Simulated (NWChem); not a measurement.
All runs are NWChem calculations. System: H$_{2}$, charge 1, spin multiplicity 2, at the geometry of a parent with another charge or spin, in a state set for the comparison that need not be this species' ground state. Its SCF solution wasn't tested for a lower state. Level: UMP2/6-31+G* (spherical d), no orbitals frozen.

The NWChem input:

```
start mol
memory heap 200 mb stack 900 mb global 1100 mb
charge 1
geometry units angstroms nocenter noautoz
  H      0.000000     0.000000     0.384168
  H      0.000000     0.000000    -0.384168
  symmetry group D2h
end
basis spherical
  * library 6-31+g*
end
scf
  uhf
  nopen 1
  maxiter 100
  thresh 1e-7
  semidirect memsize 60000000 filesize 0
end
mp2
end
task mp2 energy
```

NWChem printed:

```
             Northwest Computational Chemistry Package (NWChem) 7.3.0
             --------------------------------------------------------

                                NWChem Input Module
                                -------------------

 Scaling coordinates for geometry "geometry" by  1.889725989
 (inverse scale =  0.529177249)

 Turning off AUTOSYM since
 SYMMETRY directive was detected!

                             Geometry "geometry" -> ""
                             -------------------------

 Output coordinates in angstroms (scale by  1.889725989 to convert to a.u.)

  No.       Tag          Charge          X              Y              Z
 ---- ---------------- ---------- -------------- -------------- --------------
    1 H                    1.0000     0.00000000     0.00000000     0.38416800
    2 H                    1.0000     0.00000000     0.00000000    -0.38416800

 Effective nuclear repulsion energy (a.u.)       0.6887315562

            Nuclear Dipole moment (a.u.)
            ----------------------------
        X                 Y               Z
 ---------------- ---------------- ----------------
     0.0000000000     0.0000000000     0.0000000000

      Symmetry information
      --------------------

 Group name             D2h
 Group number             26
 Group order               8
 No. of unique centers     1

      Symmetry unique atoms

     1


 Summary of "ao basis" -> "" (spherical)
 ------------------------------------------------------------------------------
       Tag                 Description            Shells   Functions and Types
 ---------------- ------------------------------  ------  ---------------------
 *                          6-31+g*                   on all atoms

 Summary of "ao basis" -> "ao basis" (spherical)
 ------------------------------------------------------------------------------
       Tag                 Description            Shells   Functions and Types
 ---------------- ------------------------------  ------  ---------------------
 H                          6-31+g*                  2        2   2s
[...]
           1.062319534846           0.000000000000           0.000000000000
           0.000000000000           1.062319534846           0.000000000000
           0.000000000000           0.000000000000           0.000000000000

  Mulliken analysis of the total density
  --------------------------------------

    Atom       Charge   Shell Charges
 -----------   ------   -------------------------------------------------------
    1 H    1     0.50   0.36  0.14
    2 H    1     0.50   0.36  0.14

  Mulliken analysis of the alpha density
  --------------------------------------

    Atom       Charge   Shell Charges
 -----------   ------   -------------------------------------------------------
    1 H    1     0.50   0.36  0.14
    2 H    1     0.50   0.36  0.14

       Multipole analysis of the density wrt the origin
       ------------------------------------------------

     L   x y z        total         alpha         beta         nuclear
     -   - - -        -----         -----         ----         -------
     0   0 0 0      1.000000     -1.000000      0.000000      2.000000

     1   1 0 0      0.000000      0.000000      0.000000      0.000000
     1   0 1 0      0.000000      0.000000      0.000000      0.000000
     1   0 0 1     -0.000000     -0.000000      0.000000      0.000000

     2   2 0 0     -0.540881     -0.540881      0.000000      0.000000
     2   1 1 0      0.000000      0.000000      0.000000      0.000000
     2   1 0 1      0.000000      0.000000      0.000000      0.000000
     2   0 2 0     -0.540881     -0.540881      0.000000      0.000000
     2   0 1 1      0.000000      0.000000      0.000000      0.000000
     2   0 0 2      0.138323     -0.915749      0.000000      1.054071

                   NWChem MP2 Semi-direct Energy/Gradient Module
                   ---------------------------------------------

  Basis functions       =      4
  Molecular orbitals    =      4
  Frozen core           =      0
  Frozen virtuals       =      0
  Active alpha occupied =      1
  Active beta occupied  =      0
  Active alpha virtual  =      3
  Active beta virtual   =      4
  Use MO symmetry       = T
  Use skeleton AO sym   = T

  AO/Fock/Back tols     =   1.0D-09  1.0D-09  1.0D-09

          -------------------------------------------
          SCF energy                  -0.563010695823
          Correlation energy           0.000000000000
          Singlet pairs                0.000000000000
          Triplet pairs                0.000000000000
          Total MP2 energy            -0.563010695823
          -------------------------------------------

          ---------------------------------------------------
                    Spin Component Scaled (SCS) MP2
          Same spin pairs                      0.000000000000
          Same spin scaling factor             0.333333333333
          Opposite spin pairs                  0.000000000000
          Opposite spin scaling fact.          1.200000000000
          SCS-MP2 correlation energy           0.000000000000
          Total SCS-MP2 energy                -0.563010695823
          ---------------------------------------------------

 -----------------------
 Performance information
 -----------------------

 Timer overhead =  1.89D-07 seconds/call

               Nr. of calls         CPU time (s)                 Wall time (s)                GFlops
             ---------------    -------------------     ------------------------------   -------------------
Name         Min   Avg   Max    Min     Avg     Max     Min     Avg     Max   Mx/calls   Min     Max     Sum
mp2: tota     1     1     1   2.99E-3 2.99E-3 2.99E-3  2.99E-3 2.99E-3 2.99E-3 2.99E-3   0.0     0.0     0.0

 The average no. of pstat calls per process was 1.00D+00
 with a timing overhead of 1.89D-07s

 Task  times  cpu:        0.0s     wall:        0.0s

 Total times  cpu:        0.1s     wall:        0.1s
```
